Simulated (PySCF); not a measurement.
## Zr (zirconium, neutral) across methods

[Kr] 4d3 5s1, high-spin 5F determinant (an excited configuration). Computed with PySCF 2.14 in def2-TZVPPD with the def2 core potential (28 electrons), with a scalar-relativistic core potential.

```csv
method,E (hartree),mean ε 4p β (eV),mean ε 4d α (eV),mean ε 5s α (eV),Σ⟨r²⟩ (bohr²),⟨S²⟩
UHF,-46.44437,-36.560,-6.594,-5.916,56.34,6.006
LC-wPBE,-46.8937,-34.228,-6.266,-6.366,54.84,6.003
revPBE,-46.9356,-29.595,-2.930,-4.179,55.79,6.001
r2SCAN,-46.9210,-30.205,-3.161,-4.415,55.31,6.002
PBE,-46.9002,-29.584,-2.946,-4.233,55.85,6.001
PBE0,-46.8827,-31.543,-3.937,-4.739,55.46,6.002
LDA,-46.7569,-29.620,-2.967,-4.443,56.01,6.000
wB97M-V,-46.8002,-34.147,-5.920,-6.186,55.82,6.002
```

Q: Estimate the same row for M06-2X.

A: E (hartree) = -46.7852; mean ε 4p β (eV) = -33.436; mean ε 4d α (eV) = -4.834; mean ε 5s α (eV) = -5.620; Σ⟨r²⟩ (bohr²) = 54.79; ⟨S²⟩ = 6.001.

Energies and moments cover only the electrons outside the core potential.
